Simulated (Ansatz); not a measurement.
Input for Ansatz (an electronic-structure program):
Ansatz 0.2 input:
```yaml
crystal:
  periodic: [false, false, false]
  atoms:
    - {symbol: O, position_ang: [1.42427737, -0.24577043, 0.00533465]}
    - {symbol: Si, position_ang: [-0.01222762, 0.33847329, 0.01337146]}
    - {symbol: O, position_ang: [-1.40287903, -0.34655783, -0.02873470]}
basis:
  gaussian:
    orbitals: 6-31G
hamiltonian:
  xc: b3lyp
total_charge: -1
magnetization: {spin_polarized: true, initial_magnetization: 1}
```

### Question
Estimate the number of basis functions that Ansatz with B3LYP/6-31G returns for this input.

### Answer
31

### Question
What total energy does B3LYP/6-31G give?

### Answer
-879.767971 Ry

### Question
Estimate the <S^2> that B3LYP/6-31G returns for this input.

### Answer
0.753

A gas-phase anion may not be bound at this level; its values then depend on the basis.
